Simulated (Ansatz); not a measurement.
Ansatz (an electronic-structure program) input (B3LYP-D3(BJ)/def2-TZVP):

Ansatz 0.2 input:
```yaml
crystal:
  periodic: [false, false, false]
  atoms:
    - {symbol: Si, position_ang: [1.53523423, -1.06890713, 0.05862114]}
    - {symbol: I, position_ang: [-0.46260465, 0.35472738, -0.01782576]}
    - {symbol: H, position_ang: [1.47008769, -1.91189127, 1.27975967]}
    - {symbol: H, position_ang: [1.55467962, -1.92396005, -1.15569020]}
basis:
  gaussian:
    orbitals: def2-TZVP
hamiltonian:
  xc: b3lyp
  dispersion: d3bj
magnetization: {spin_polarized: true, initial_magnetization: 1}
phonons: {temperatures: {t_min: 298.15, t_max: 298.15, t_step: 100}}
```

Output:

```
Functional definition: B3LYP
integrals: 0.03 GiB planned
760 factors; their error is unknown
mean field: 0.38 GiB planned
mean field evaluation 1: about -16013.4664 eV, gradient 8.0e0 eV
mean field evaluation 2: about -16013.6497 eV, gradient 7.8e0 eV
mean field evaluation 4: about -16014.0082 eV, gradient 4.0e-1 eV
mean field evaluation 8: about -16014.2566 eV, gradient 4.1e-1 eV
mean field evaluation 16: about -16014.2568 eV, gradient 2.9e-5 eV
mean field -16014.25684562 eV, -588.5130842233 hartree, gradient 2.9e-5 eV, S^2 0.752415; 0 other end points of the search recorded, 0 dependent functions left out
the calculation of the forces begins
reference -16014.25705523 eV, -588.5130919263 hartree; 21, 20 occupied and 78, 79 virtual orbitals, 760 factors
these checks for a lower state are left out or cut short: stability, starts, cluster_reference, orbital_swaps, neighbouring_geometries, increment
integrals: 0.03 GiB planned
760 factors; their error is unknown
mean field: 0.38 GiB planned
mean field -16014.25682332 eV, -588.5130834039 hartree, gradient 2.1e-6 eV, S^2 0.752419; 0 other end points of the search recorded, 0 dependent functions left out
the calculation of the forces begins
reference -16014.25703298 eV, -588.5130911088 hartree; 21, 20 occupied and 78, 79 virtual orbitals, 760 factors
these checks for a lower state are left out or cut short: stability, starts, cluster_reference, orbital_swaps, neighbouring_geometries, increment
integrals: 0.03 GiB planned
760 factors; their error is unknown
mean field: 0.38 GiB planned
mean field evaluation 32: about -16014.2568 eV, gradient 2.0e-6 eV
mean field -16014.25680541 eV, -588.5130827455 hartree, gradient 2.0e-6 eV, S^2 0.752411; 0 other end points of the search recorded, 0 dependent functions left out
the calculation of the forces begins
reference -16014.25701496 eV, -588.5130904466 hartree; 21, 20 occupied and 78, 79 virtual orbitals, 760 factors
these checks for a lower state are left out or cut short: stability, starts, cluster_reference, orbital_swaps, neighbouring_geometries, increment
integrals: 0.03 GiB planned
760 factors; their error is unknown
mean field: 0.38 GiB planned
mean field -16014.25676764 eV, -588.5130813577 hartree, gradient 2.0e-6 eV, S^2 0.752416; 0 other end points of the search recorded, 0 dependent functions left out
the calculation of the forces begins
reference -16014.25697722 eV, -588.5130890596 hartree; 21, 20 occupied and 78, 79 virtual orbitals, 760 factors
these checks for a lower state are left out or cut short: stability, starts, cluster_reference, orbital_swaps, neighbouring_geometries, increment
integrals: 0.03 GiB planned
760 factors; their error is unknown
mean field: 0.38 GiB planned
mean field -16014.25678943 eV, -588.5130821584 hartree, gradient 2.0e-6 eV, S^2 0.752414; 0 other end points of the search recorded, 0 dependent functions left out
the calculation of the forces begins
reference -16014.25699907 eV, -588.5130898626 hartree; 21, 20 occupied and 78, 79 virtual orbitals, 760 factors
these checks for a lower state are left out or cut short: stability, starts, cluster_reference, orbital_swaps, neighbouring_geometries, increment
integrals: 0.03 GiB planned
760 factors; their error is unknown
mean field: 0.38 GiB planned
mean field -16014.25677767 eV, -588.5130817263 hartree, gradient 2.0e-6 eV, S^2 0.752413; 0 other end points of the search recorded, 0 dependent functions left out
the calculation of the forces begins
reference -16014.25698723 eV, -588.5130894276 hartree; 21, 20 occupied and 78, 79 virtual orbitals, 760 factors
these checks for a lower state are left out or cut short: stability, starts, cluster_reference, orbital_swaps, neighbouring_geometries, increment
integrals: 0.03 GiB planned
760 factors; their error is unknown
mean field: 0.38 GiB planned
mean field evaluation 64: about -16014.2569 eV, gradient 2.0e-6 eV
mean field -16014.25686912 eV, -588.5130850870 hartree, gradient 2.0e-6 eV, S^2 0.752417; 0 other end points of the search recorded, 0 dependent functions left out
the calculation of the forces begins
reference -16014.25707878 eV, -588.5130927917 hartree; 21, 20 occupied and 78, 79 virtual orbitals, 760 factors
these checks for a lower state are left out or cut short: stability, starts, cluster_reference, orbital_swaps, neighbouring_geometries, increment
integrals: 0.03 GiB planned
760 factors; their error is unknown
mean field: 0.38 GiB planned
mean field -16014.25687243 eV, -588.5130852085 hartree, gradient 2.0e-6 eV, S^2 0.752415; 0 other end points of the search recorded, 0 dependent functions left out
the calculation of the forces begins
reference -16014.25708206 eV, -588.5130929123 hartree; 21, 20 occupied and 78, 79 virtual orbitals, 760 factors
these checks for a lower state are left out or cut short: stability, starts, cluster_reference, orbital_swaps, neighbouring_geometries, increment
integrals: 0.03 GiB planned
760 factors; their error is unknown
mean field: 0.38 GiB planned
mean field -16014.25680383 eV, -588.5130826875 hartree, gradient 2.0e-6 eV, S^2 0.752415; 0 other end points of the search recorded, 0 dependent functions left out
the calculation of the forces begins
reference -16014.25701341 eV, -588.5130903896 hartree; 21, 20 occupied and 78, 79 virtual orbitals, 760 factors
these checks for a lower state are left out or cut short: stability, starts, cluster_reference, orbital_swaps, neighbouring_geometries, increment
integrals: 0.03 GiB planned
760 factors; their error is unknown
mean field: 0.38 GiB planned
mean field -16014.25685988 eV, -588.5130847474 hartree, gradient 2.0e-6 eV, S^2 0.752414; 0 other end points of the search recorded, 0 dependent functions left out
the calculation of the forces begins
reference -16014.25706949 eV, -588.5130924503 hartree; 21, 20 occupied and 78, 79 virtual orbitals, 760 factors
these checks for a lower state are left out or cut short: stability, starts, cluster_reference, orbital_swaps, neighbouring_geometries, increment
integrals: 0.03 GiB planned
760 factors; their error is unknown
mean field: 0.38 GiB planned
mean field -16014.25682376 eV, -588.5130834200 hartree, gradient 2.0e-6 eV, S^2 0.752416; 0 other end points of the search recorded, 0 dependent functions left out
the calculation of the forces begins
reference -16014.25703337 eV, -588.5130911231 hartree; 21, 20 occupied and 78, 79 virtual orbitals, 760 factors
these checks for a lower state are left out or cut short: stability, starts, cluster_reference, orbital_swaps, neighbouring_geometries, increment
integrals: 0.03 GiB planned
760 factors; their error is unknown
mean field: 0.38 GiB planned
mean field evaluation 96: about -16014.2568 eV, gradient 2.0e-4 eV
mean field -16014.25680920 eV, -588.5130828850 hartree, gradient 2.0e-6 eV, S^2 0.752414; 0 other end points of the search recorded, 0 dependent functions left out
the calculation of the forces begins
reference -16014.25701882 eV, -588.5130905883 hartree; 21, 20 occupied and 78, 79 virtual orbitals, 760 factors
these checks for a lower state are left out or cut short: stability, starts, cluster_reference, orbital_swaps, neighbouring_geometries, increment
integrals: 0.03 GiB planned
760 factors; their error is unknown
mean field: 0.38 GiB planned
mean field -16014.25684193 eV, -588.5130840879 hartree, gradient 2.0e-6 eV, S^2 0.752416; 0 other end points of the search recorded, 0 dependent functions left out
the calculation of the forces begins
reference -16014.25705154 eV, -588.5130917907 hartree; 21, 20 occupied and 78, 79 virtual orbitals, 760 factors
these checks for a lower state are left out or cut short: stability, starts, cluster_reference, orbital_swaps, neighbouring_geometries, increment
integrals: 0.03 GiB planned
760 factors; their error is unknown
mean field: 0.38 GiB planned
mean field -16014.25681666 eV, -588.5130831591 hartree, gradient 2.0e-6 eV, S^2 0.752415; 0 other end points of the search recorded, 0 dependent functions left out
the calculation of the forces begins
reference -16014.25702629 eV, -588.5130908629 hartree; 21, 20 occupied and 78, 79 virtual orbitals, 760 factors
these checks for a lower state are left out or cut short: stability, starts, cluster_reference, orbital_swaps, neighbouring_geometries, increment
integrals: 0.03 GiB planned
760 factors; their error is unknown
mean field: 0.38 GiB planned
mean field -16014.25679696 eV, -588.5130824350 hartree, gradient 2.0e-6 eV, S^2 0.752415; 0 other end points of the search recorded, 0 dependent functions left out
the calculation of the forces begins
reference -16014.25700654 eV, -588.5130901372 hartree; 21, 20 occupied and 78, 79 virtual orbitals, 760 factors
Total energy: -16014.42986176 eV, -588.5194424491 hartree
Atom 0 at     1.535234    -1.068907     0.058621 Å, force    -0.000309    -0.000026    -0.000011 eV/Å
Atom 1 at    -0.462605     0.354727    -0.017826 Å, force     0.000268    -0.000175     0.000010 eV/Å
Atom 2 at     1.470088    -1.911891     1.279760 Å, force     0.000017     0.000101     0.000116 eV/Å
Atom 3 at     1.554680    -1.923960    -1.155690 Å, force     0.000025     0.000100    -0.000116 eV/Å
Dipole moment:     0.160014    -0.112309     0.006114 e Å
Vibrations: 349.51 579.39 656.81 913.54 2175.11 2215.76 cm⁻¹, zero-point energy 0.427133 eV
```

It need not be the lowest isomer of its formula.
